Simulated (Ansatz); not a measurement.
One change: `CB/C(F)=C\O` becomes `C/C(F)=C\O`.

Ansatz, PBE0-D4/def2-TZVP geometries, multiplicity 1. Each molecule was computed in one conformer, which needn't be the lowest.

```
                                        property  `CB/C(F)=C\O`
             HOMO–LUMO gap (PBE/def2-TZVPP) / eV           3.30
              HOMO energy (PBE0/def2-TZVPP) / eV          -6.89
  size of the dipole moment (PBE/def2-TZVPP) / D           2.96
           HOMO–LUMO gap (B3LYP/def2-TZVPP) / eV           4.97
               HOMO energy (PBE/def2-TZVPP) / eV          -5.69
size of the dipole moment (B3LYP/def2-TZVPP) / D           2.94
```

Task: What does the change do to each property? (An estimate is asked.)

Result: Computed: 
```
                                        property  `C/C(F)=C\O`  shift
             HOMO–LUMO gap (PBE/def2-TZVPP) / eV          4.85   1.55
              HOMO energy (PBE0/def2-TZVPP) / eV         -6.37   0.52
  size of the dipole moment (PBE/def2-TZVPP) / D          2.10  -0.86
           HOMO–LUMO gap (B3LYP/def2-TZVPP) / eV          6.45   1.48
               HOMO energy (PBE/def2-TZVPP) / eV         -5.08   0.61
size of the dipole moment (B3LYP/def2-TZVPP) / D          2.16  -0.78
```

With PBE0 the HOMO rises by 0.52 eV and the LUMO rises by 2.16 eV, so the gap widens by about 1.64 eV. PBE moves the HOMO by 0.61 eV and ωB97M-V by 0.46 eV. Dipoles are sizes alone; their direction can turn.

B3LYP here is the variant with VWN-RPA as its local correlation; programs differ in this.
